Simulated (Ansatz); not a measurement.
Z-matrix (Å, degrees):
```
C
C 1 1.519
H 1 1.092 2 111.5
H 1 1.093 2 111.0 3 120.1
H 1 1.093 2 111.1 3 -120.3
C 2 1.519 1 112.2 3 -179.5
H 2 1.094 1 109.2 3 -57.6
H 2 1.097 1 109.5 3 58.5
C 6 1.515 2 114.2 1 -174.5
H 6 1.095 2 109.8 1 -53.7
H 6 1.094 2 109.8 1 63.3
O 9 1.426 6 106.5 2 176.8
C 9 1.520 6 114.1 2 -63.2
H 9 1.101 6 109.1 2 58.0
H 12 0.961 9 108.4 6 -167.9
O 13 1.405 9 111.9 6 -59.9
H 13 1.093 9 110.8 6 60.0
H 13 1.103 9 108.6 6 177.4
H 16 0.964 13 106.3 9 -43.8
```

The species carries charge 0 and has multiplicity 1.

Q: List the CAM-B3LYP/def2-TZVPP orbital energies in eV (the Gaussian-basis code of Ansatz). (An estimate is asked.)

A: Ansatz gave: Occupied: -522.71, -522.29, -280.23, -279.97, -278.65, -278.51, -278.40, -30.65, -29.85, -24.14, -22.41, -20.73, -18.94, -17.69, -16.23, -15.74, -15.14, -14.13, -14.03, -13.28, -12.70, -12.11, -11.65, -11.33, -10.91, -10.73, -10.61, -9.90, -9.16. Lowest empty: 1.52, 2.16, 2.44, 3.03, 3.18, 3.65, 3.90, 4.17.
